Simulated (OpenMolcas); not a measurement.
## Cr I: effect of the level shift or regulariser

* Program: OpenMolcas 26.06
* Basis: ANO-RCC-VQZP [7s6p4d3f2g1h]
* Scalar Hamiltonian: DKH2, point nucleus
* Active space: 6 electrons in 6 orbitals (3d 4s)
* State averaging: 2S+1 = 7 even, 1 root; 2S+1 = 5 even, 23 roots kept (CI in the orbitals of an earlier block); 2S+1 = 3 even, 9 roots kept (CI in the orbitals of an earlier block)
* Spin-orbit coupling: RASSI with atomic mean-field integrals over the reference wave functions, term energies averaged over their components

Methods on the same reference wave functions:
A. CASSCF
B. MS-CASPT2, IPEA 0.25 Eh, imaginary shift 0.1 Eh (closed shells correlated: 3s 3p)
C. MS-CASPT2, IPEA 0.25 Eh, real shift 0.2 Eh (closed shells correlated: 3s 3p)

Energies in cm⁻¹ above 3d⁵ 4s ⁷S₃, the measured ground level; measured values from NIST Handbook of Basic Atomic Spectroscopic Data.

```json
{"Level": "3d⁵ 4s ⁷S₃", "A": "0.0", "B": "0.0", "C": "0.0", "Measured": "0.0"}
{"Level": "3d⁵ 4s ⁵S₂", "A": "11253", "B": "6160", "C": "6550", "Measured": "7593"}
{"Level": "3d⁴ 4s² ⁵D₀", "A": "24653", "B": "6150", "C": "7380", "Measured": "7751"}
{"Level": "3d⁴ 4s² ⁵D₁", "A": "24702", "B": "6210", "C": "7430", "Measured": "7811"}
{"Level": "3d⁴ 4s² ⁵D₂", "A": "24800", "B": "6310", "C": "7530", "Measured": "7927"}
{"Level": "3d⁴ 4s² ⁵D₃", "A": "24948", "B": "6460", "C": "7690", "Measured": "8095"}
{"Level": "3d⁴ 4s² ⁵D₄", "A": "25145", "B": "6660", "C": "7890", "Measured": "8308"}
{"Level": "3d⁵ 4s ⁵G₄", "A": "27263", "B": "22750", "C": "22680", "Measured": "20524"}
{"Level": "3d⁵ 4s ⁵G₅", "A": "27263", "B": "22750", "C": "22680", "Measured": "20524"}
{"Level": "3d⁵ 4s ⁵G₃", "A": "27263", "B": "22750", "C": "22680", "Measured": "20521"}
{"Level": "3d⁵ 4s ⁵G₂", "A": "27263", "B": "22750", "C": "22680", "Measured": "20517"}
{"Level": "3d⁵ 4s ⁵G₆", "A": "27263", "B": "22750", "C": "22680", "Measured": "20520"}
```

Deviations, from unrounded energies. A percentage is the sum of absolute deviations over the sum of measured energies, with the sign that they share, or ± where signs differ.

```
                        Against measurement  Levels       A      B      C
             mean absolute deviation (cm-1)      11   11000   1900   1300
other terms of the ground configuration (%)       6   +33.9  ±11.4  ±10.7
                   other configurations (%)       5  +211.5  -20.3   -4.9
```

C lies closest to measurement on these levels and A furthest from it. The largest miss of C in the table is 3d⁵ 4s ⁵G₂, by +2200 cm-1. The ranking rests on the paired levels alone, and a cruder setting can come out closer through cancelling errors.

Between B and C the level of the table that moves most is 3d⁴ 4s² ⁵D₄, by 1200 cm-1 (lowest in B, highest in C). Moves below CASPT2's spread within the term are not significant.

The mean deviations of B to C differ by less than CASPT2's widest spread within a term (750 cm-1), so their order carries little weight.

From A to B the spin-free energies of the other terms of 3d⁵ 4s shown, above ⁷S, scale by factors of 0.55 to 0.83.

The lowest spin-free term lies below A's lowest term by 0.534 hartree in B, 0.532 hartree in C.

CASPT2 does not keep the components of a term degenerate, so their means are used; among the terms shown or strongly mixed into the levels shown the widest spread is 750 cm-1 (3d⁵ 4s ⁵G, B). Over all roots computed the reference weight is 0.83 to 0.90 in B; the roots of lowest weight are the least certain, and an intruder state may touch them. Terms from blocks run as CI alone lack orbitals of their own. A single d shell beside an s shell can misplace configurations of different d count against each other. Without dynamic correlation excited terms often stand tens of per cent too high (terms of higher spin than the ground term too low), and those without a measured partner can miss by more than the paired ones (holds for A). Some terms miss by over 15 % even with CASPT2, which points to a basis or an active space too small for the shells correlated (holds for B). Computed and measured levels are paired by configuration, term and J; levels that our copy of the source lacks, or whose pairing is in doubt (as where it misses far off the trend of its configuration), stay unpaired and out of the deviations. Only configurations of the active space appear. Levels that lie high or do not pair safely by name in every column are left out.
